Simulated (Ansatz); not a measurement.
Several settings on one geometry of SnBr2 (that of the charge 0 singlet, PBE0-D4/def2-TZVP). Ansatz on 4 threads of Arm Neoverse V2 on a shared host; times are rough.

```xyz
3

Sn    0.005   -0.007   -1.089
Br    1.913   -0.019    0.553
Br   -1.918    0.026    0.536
```

Totals from different functionals, basis sets or treatments of relativity can't be compared as stabilities.

DK, ANO-RCC and x2c sets are all-electron and run with scalar relativity unless a key says otherwise. In the def2 sets Sn takes a core potential; there is no spin–orbit coupling.

**Question.** Give the basis size and estimate the energy, ⟨S²⟩ and time of these runs.

```tsv
run	method	charge	state	further keys
1	RKS PBE0-D4/x2c-TZVPPall	0	singlet	scf: {lower_state_search: off}
2	RKS BHLYP-D3(BJ)-ATM/def2-TZVP	0	singlet	–
3	RKS PBE-D3(BJ)-ATM/def2-TZVPP	0	singlet	scf: {omitted_lower_state_checks: [starts]}; forces asked
```

**Answer.** 
```tsv
run	functions	energy (Eh)	⟨S²⟩	wall time
1	156	-11388.3975	–	1.9 s
2	146	-5362.6592	–	1.4 s
3	146	-5361.9688	–	1.1 s
```
